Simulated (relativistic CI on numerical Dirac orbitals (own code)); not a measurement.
# Lu14+: q coefficients and field-shift factors

Calculated at this level of theory: Dirac-Coulomb-Breit CI, orbitals from a KLI potential per configuration, derivatives by finite differences, unscaled Slater integrals, QED left out (own radial code, finite nucleus).

Configurations in the expansion (outside the closed core [Ar] 3d10 4p6 4d10): 4s²4f¹⁰5s, 4s²4f¹¹, 4s²4f⁹5s², 4s²4f¹⁰6s, 4s²4f⁹6s², 4s4f¹², 4f¹²5s, 4f¹¹5s². The list is cut by size and lacks configurations that can hold low levels.

With x = (α/α₀)² − 1 an excitation energy changes as ω = ω₀ + qx; K = 2q/ω₀ is the relative enhancement. Terms are leading LS components, so labels can repeat. The field-shift factor is F = δν/δ⟨r²⟩ for the transition from the lowest level.

Lowest level 4s²4f⁹5s² ⁶H°15/2.

```
            Level  ω₀ (cm⁻¹)  q (cm⁻¹)  F (GHz/fm²)
4s²4f⁹5s² ⁶H°13/2     7969.0      8627        0.453
4s²4f⁹5s² ⁶H°11/2    12758.5     10340         0.58
4s²4f⁹5s² ⁶F°11/2    16355.6      6933        0.523
 4s²4f⁹5s² ⁶H°9/2    16638.5     12150        0.704
 4s²4f⁹5s² ⁶F°9/2    18278.0      5775         0.49
 4s²4f⁹5s² ⁶H°7/2    19866.4     16690        0.921
 4s²4f⁹5s² ⁶H°5/2    22165.0     18610         1.02
 4s²4f⁹5s² ⁶F°7/2    22941.7     10550        0.745
 4s²4f⁹5s² ⁶F°5/2    26122.5     13520         0.91
 4s²4f⁹5s² ⁶F°3/2    27380.7     11950         0.87
 4s²4f⁹5s² ⁶F°1/2    28745.5     14340        0.987
4s²4f⁹5s² ⁴I°15/2    35538.7     -2529        0.352
 4s²4f⁹5s² ⁴F°9/2    37342.2      7099        0.757
4s²4f⁹5s² ⁴M°21/2    40697.0      3945        0.852
4s²4f⁹5s² ⁴G°11/2    41163.2      5547        0.686
4s²4f⁹5s² ⁴K°17/2    42215.8      1313         0.76
4s²4f⁹5s² ⁴M°19/2    43289.9      3941        0.888
4s²4f⁹5s² ⁴I°13/2    44341.2      7413        0.873
 4s²4f⁹5s² ⁴F°7/2    46699.4     10820         1.04
 4s²4f⁹5s² ²P°3/2    48427.0    -488.9        0.705
4s²4f⁹5s² ⁴M°15/2    48735.5     10780         1.15
4s²4f⁹5s² ⁴I°11/2    49113.5     10350         1.09
4s²4f⁹5s² ⁴M°17/2    51909.3     13830         1.38
```

At this charge energies of transitions that change n are usually good to better than 1 %, and those within a shell (Δn = 0) to a few per cent. Terms inside the open d or f shell come out 10 to 20 % too wide with unscaled integrals. Levels and lines within the n = 5 or 6 shells can be off by up to 10 % or somewhat more, and those that change n by about 2 %, since core polarisation is missing.

**Question.** Which transition from the lowest level has the largest |K|?

**Answer.** 4s²4f⁹5s² ⁶H°13/2 at 7969.0 cm⁻¹, K = 2.17.
